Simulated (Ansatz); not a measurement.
Cartesian coordinates in Å:
```
C -0.941 1.873 0.072
O -0.159 0.725 -0.146
B -0.394 -0.446 0.527
O -1.379 -0.616 1.456
O 0.408 -1.508 0.252
Si 1.668 -1.646 -0.800
H -0.557 2.669 -0.566
H -1.992 1.702 -0.191
H -0.882 2.211 1.113
H -1.916 0.162 1.611
H 1.221 -1.399 -2.195
H 2.171 -3.035 -0.679
H 2.753 -0.693 -0.454
```

The species carries charge 0 and has multiplicity 1.

List the B3LYP/def2-TZVPP orbital energies in eV (the Gaussian-basis code of Ansatz). (Estimate.)

Ansatz gave: Occupied: -1799.31, -521.00, -520.91, -520.43, -278.60, -185.37, -143.76, -99.11, -99.06, -99.06, -28.98, -27.85, -27.31, -19.45, -16.32, -14.80, -14.46, -13.21, -13.11, -12.07, -11.28, -10.78, -10.34, -9.85, -9.21, -8.78, -8.74, -8.44. Lowest empty: 0.00, 0.56, 1.29, 1.46, 1.72, 1.93, 1.94, 2.31.

B3LYP here is the variant with VWN-RPA as its local correlation; programs differ in this.
